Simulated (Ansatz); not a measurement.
Input file for Ansatz (an electronic-structure program): R-wB97M-V/def2-TZVPP on CHN (SMILES [C-]#[NH+]).

Ansatz 0.2 input:
```yaml
crystal:
  periodic: [false, false, false]
  atoms:
    - {symbol: C, position_ang: [1.09253891, 0.18752038, -0.00000000]}
    - {symbol: N, position_ang: [-0.05473317, -0.00936817, 0.00000000]}
    - {symbol: H, position_ang: [-1.03780574, -0.17815221, -0.00000000]}
basis:
  gaussian:
    orbitals: def2-TZVPP
hamiltonian:
  xc: {name: wB97M-V}
scf: {lower_state_search: off}
```

Program output:

```
WARN ansatz: RAYON_NUM_THREADS=4 ignored (pool sized by the plan → 4); use --threads N
Functional definition: wB97M-V
these checks for a lower state are left out or cut short: stability, starts, cluster_reference, orbital_swaps, neighbouring_geometries, increment
integrals: 0.01 GiB planned
394 factors; their error is unknown
integrals: 0.05 GiB planned
90 factors; integrals over basis functions are off by at most 5.0e-5 eV
mean field: 0.20 GiB planned
mean field evaluation 1: about -2539.9459 eV, gradient 3.4e1 eV
mean field evaluation 2: about -2540.3605 eV, gradient 3.0e1 eV
mean field evaluation 4: about -2541.8980 eV, gradient 7.1e-1 eV
mean field evaluation 8: about -2541.9047 eV, gradient 3.5e-3 eV
mean field -2541.90474505 eV, -93.4132764155 hartree, gradient 7.7e-6 eV, S^2 0.000000; 0 other end points of the search recorded, 0 dependent functions left out
reference -2541.90477358 eV, -93.4132774642 hartree; 7, 7 occupied and 69, 69 virtual orbitals, 394 factors
Total energy: -2541.90477358 eV, -93.4132774642 hartree
Checks for a lower state left out: stability, starts, cluster_reference, orbital_swaps, neighbouring_geometries, increment
```

The calculation finished and met its thresholds.

Cost: very roughly 0.6 core-seconds.
